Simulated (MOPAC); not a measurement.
MOPAC input (PM3):

```
PM3 PRECISE GNORM=0.05 LET XYZ CHARGE=-1 GEO-OK AUX(PRECISION=9) THREADS=1
H2B

B    -0.21756151 1   -0.02968215 1   -0.05443514 1
H     0.43587359 1   -0.51872381 1    0.89116301 1
H     0.65193396 1    0.66713454 1   -0.61898733 1
```

Q: What heat of formation does the run end on?

A: 86.47 kcal/mol.
